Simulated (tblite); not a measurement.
Compound: C₃H₉AsSSi₂.
SMILES with atom numbers: `[CH:1]#[C:2][SiH2:3][S:4][Si@@H:5]([CH3:6])[AsH2:7]` (hydrogens: H8 on C1; H9, H10 on Si3; H11 on Si5; H12, H13, H14 on C6; H15, H16 on As7)

Computed with GFN2-xTB (tblite), gas phase: L-BFGS steps from a force-field or distance-geometry start until the largest atomic force falls under 0.01 eV/Å.

Step 46: E = -545.6444 eV
```
atom  x, y, z in Å  |  force x, y, z in eV/Å
C1      2.8865   -0.2259    2.3119   -0.002   0.004   0.030
C2      2.6338   -0.3998    1.1491   -0.035   0.002  -0.043
Si3     2.2084   -0.5850   -0.6415    0.016   0.008   0.008
S4      0.7805    0.9084   -1.2092   -0.032   0.003   0.039
Si5    -1.0541    0.1832   -0.2866    0.011   0.042  -0.016
C6     -1.9775    1.7506    0.2634   -0.009  -0.002   0.022
As7    -2.2762   -1.0400   -1.8641    0.024  -0.018  -0.053
H8      3.1164   -0.0845    3.3302   -0.007  -0.009  -0.034
H9      1.5834   -1.8910   -0.8518    0.026  -0.036  -0.005
H10     3.3580   -0.2981   -1.4806    0.031  -0.016  -0.018
H11    -0.6167   -0.5605    0.9055   -0.005  -0.002   0.034
H12    -3.0131    1.5156    0.4997    0.013   0.027   0.004
H13    -1.5148    2.1786    1.1480   -0.039   0.014  -0.008
H14    -1.9690    2.5164   -0.5096   -0.004  -0.085   0.001
H15    -1.2013   -2.0842   -1.9654   -0.011   0.014   0.003
H16    -2.9518   -1.8749   -0.8106    0.023   0.055   0.037
```

Step 47: E = -545.6451 eV
```
atom  x, y, z in Å  |  force x, y, z in eV/Å
C1      2.8829   -0.2257    2.3110    0.000   0.004   0.033
C2      2.6319   -0.4012    1.1481   -0.037   0.002  -0.061
Si3     2.2071   -0.5856   -0.6432    0.023  -0.008  -0.009
S4      0.7825    0.9132   -1.2081   -0.035  -0.017   0.049
Si5    -1.0528    0.1861   -0.2859    0.050  -0.001  -0.009
C6     -1.9771    1.7504    0.2654   -0.019   0.001   0.014
As7    -2.2698   -1.0401   -1.8649    0.015  -0.011  -0.056
H8      3.1118   -0.0834    3.3294   -0.007  -0.010  -0.033
H9      1.5795   -1.8933   -0.8526    0.042   0.005  -0.002
H10     3.3576   -0.3004   -1.4850    0.002  -0.025   0.006
H11    -0.6142   -0.5629    0.9046   -0.013   0.017   0.016
H12    -3.0113    1.5134    0.5018   -0.012   0.020   0.016
H13    -1.5154    2.1816    1.1482   -0.028   0.019   0.004
H14    -1.9724    2.5135   -0.5094    0.002  -0.061  -0.011
H15    -1.1967   -2.0864   -1.9595   -0.007   0.012   0.006
H16    -2.9513   -1.8702   -0.8114    0.024   0.054   0.037
```

Step 48: E = -545.6459 eV
```
atom  x, y, z in Å  |  force x, y, z in eV/Å
C1      2.8791   -0.2257    2.3099   -0.004   0.000   0.007
C2      2.6301   -0.4030    1.1467   -0.031   0.005  -0.053
Si3     2.2070   -0.5866   -0.6453    0.020  -0.022  -0.023
S4      0.7842    0.9176   -1.2051   -0.019  -0.029   0.049
Si5    -1.0506    0.1886   -0.2848    0.063  -0.045   0.008
C6     -1.9769    1.7499    0.2675   -0.019  -0.007   0.008
As7    -2.2638   -1.0398   -1.8666    0.008   0.009  -0.049
H8      3.1070   -0.0821    3.3281   -0.006  -0.009  -0.023
H9      1.5770   -1.8955   -0.8540    0.056   0.039   0.000
H10     3.3578   -0.3028   -1.4898   -0.021  -0.031   0.025
H11    -0.6116   -0.5646    0.9050   -0.021   0.034  -0.005
H12    -3.0097    1.5112    0.5038   -0.045   0.006   0.029
H13    -1.5174    2.1854    1.1484   -0.013   0.023   0.018
H14    -1.9759    2.5088   -0.5100    0.008  -0.026  -0.033
H15    -1.1938   -2.0880   -1.9529    0.008   0.001   0.004
H16    -2.9500   -1.8643   -0.8124    0.018   0.050   0.039
```

Step 49: E = -545.6470 eV
```
atom  x, y, z in Å  |  force x, y, z in eV/Å
C1      2.8714   -0.2254    2.3072   -0.011  -0.007  -0.040
C2      2.6264   -0.4055    1.1431   -0.017   0.010  -0.019
Si3     2.2062   -0.5884   -0.6496    0.011  -0.028  -0.035
S4      0.7872    0.9254   -1.1998    0.017  -0.039   0.039
Si5    -1.0450    0.1919   -0.2834    0.043  -0.082   0.025
C6     -1.9767    1.7487    0.2713   -0.023  -0.015  -0.004
As7    -2.2511   -1.0403   -1.8712    0.001   0.028  -0.015
H8      3.0965   -0.0799    3.3254   -0.005  -0.008  -0.013
H9      1.5698   -1.8964   -0.8569    0.068   0.068  -0.001
H10     3.3574   -0.3099   -1.4974   -0.043  -0.033   0.042
H11    -0.6064   -0.5641    0.9062   -0.028   0.044  -0.021
H12    -3.0074    1.5063    0.5098   -0.064  -0.007   0.038
H13    -1.5187    2.1910    1.1491    0.000   0.021   0.021
H14    -1.9825    2.5022   -0.5102    0.012   0.005  -0.045
H15    -1.1861   -2.0930   -1.9401    0.022  -0.010   0.001
H16    -2.9487   -1.8536   -0.8150    0.018   0.053   0.028
```

**Question.** Estimate the geometry and energy of step 50. (The exact step hangs on the optimiser's Hessian estimate; all steps are aligned on step 49, rigid shifts and turns removed.)

**Answer.** E = -545.6484 eV, largest force 0.100 eV/Å
```
atom  x, y, z in Å  |  force x, y, z in eV/Å
C1      2.8639   -0.2254    2.3038   -0.018  -0.016  -0.090
C2      2.6250   -0.4097    1.1386    0.000   0.016   0.021
Si3     2.2083   -0.5913   -0.6550   -0.007  -0.018  -0.023
S4      0.7914    0.9321   -1.1896    0.059  -0.039   0.017
Si5    -1.0380    0.1934   -0.2795   -0.004  -0.092   0.038
C6     -1.9776    1.7463    0.2749   -0.015  -0.029  -0.013
As7    -2.2397   -1.0376   -1.8753    0.000   0.055   0.020
H8      3.0847   -0.0769    3.3223   -0.005  -0.009  -0.007
H9      1.5671   -1.8973   -0.8614    0.067   0.071  -0.006
H10     3.3578   -0.3168   -1.5065   -0.045  -0.029   0.046
H11    -0.6012   -0.5624    0.9109   -0.028   0.039  -0.022
H12    -3.0067    1.5002    0.5143   -0.078  -0.020   0.045
H13    -1.5235    2.1992    1.1494    0.009   0.011   0.010
H14    -1.9891    2.4915   -0.5136    0.013   0.039  -0.053
H15    -1.1824   -2.0962   -1.9272    0.045  -0.029  -0.007
H16    -2.9475   -1.8401   -0.8178    0.007   0.051   0.025
```

The energy changes by -0.0014 eV. The first-order estimate −F·Δx gives -0.0019 eV and the mean of the old and new forces, exact on a quadratic surface, -0.0014 eV. The step makes an angle of 78° with the force vector and moves no atom by more than 0.014 Å.

What follows is the cost of the whole relaxation. On an Arm Neoverse V2 with one thread, shared host with 96 logical CPUs at a one-minute load of 11, this took 1.8 s of wall time.
